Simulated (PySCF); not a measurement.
**Working out the ionisation energy of Ti**

Ti [Ar] 3d2 4s2 (3F) → Ti⁺ [Ar] 3d2 4s1 (4F). All numbers are calculated (PySCF 2.14, no relativity, point nucleus, in cc-pVTZ). Frozen: [Ar]. Energies in hartree (1 hartree = 27.21139 eV):

```tsv
part	Ti (lower)	Ti⁺ (upper)
UHF	-848.412914	-848.209898
MP2 opposite-spin	-0.029204	0.000000
MP2 same-spin	-0.010460	-0.010951
```

**Question.** What does Hartree-Fock give?

**Answer.** (-848.209898) − (-848.412914) = 0.203016 hartree = 5.524 eV.

**Question.** What do MP2 and SCS-MP2 (6/5 opposite-spin, 1/3 same-spin) give?

**Answer.** The opposite-spin parts differ by 0.795 eV and the same-spin parts by -0.013 eV. MP2: 5.524 + (0.795) + (-0.013) = 6.306 eV. SCS-MP2: 5.524 + 1.2 × (0.795) + (-0.013)/3 = 6.474 eV.

Measured between the centres of the two terms (NIST): 6.828 eV, so MP2 (valence) is off by -0.522 eV.

The calculation is non-relativistic.

What remains against the reference includes basis incompleteness, the frozen core and correlation beyond second order.
